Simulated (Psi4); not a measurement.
ClIn (SMILES [Cl][In]), singlet, geometry from GFN2-xTB (such geometries of metal compounds can be far from the true shape) (all electrons, no relativity). Base run: BLYP/STO-3G run with Psi4.

Psi4 was given this input:
```
memory 2 GB

molecule mol {
0 1
In   -0.000000   -0.000000   -0.614930
Cl    0.000000    0.000000    1.772445
}

set {
  basis sto-3g
  reference rks
  scf_type pk
}

energy('blyp')
print_variables()
```

Each row names what was changed in the base input (with any setting that the change needs).

```json
[
 {"change": "base", "ΔE vs base (eV)": "0.00", "point group used": "c2v", "SCF cycles": "8"},
 {"change": "molecule keys = symmetry c1, no_reorient, no_com", "ΔE vs base (eV)": "0.00", "point group used": "c1", "SCF cycles": "8"},
 {"change": "symmetry = cs", "ΔE vs base (eV)": "0.00", "point group used": "cs", "SCF cycles": "8"},
 {"change": "symmetry = c2", "ΔE vs base (eV)": "0.00", "point group used": "c2", "SCF cycles": "8"},
 {"change": "molecule keys = no_reorient", "ΔE vs base (eV)": "0.00", "point group used": "c2v", "SCF cycles": "8"},
 {"change": "jitter_ang = 0.002", "ΔE vs base (eV)": "0.00", "point group used": "c2v", "SCF cycles": "8"},
 {"change": "molecule keys = symmetry c1", "ΔE vs base (eV)": "0.00", "point group used": "c1", "SCF cycles": "8"}
]
```
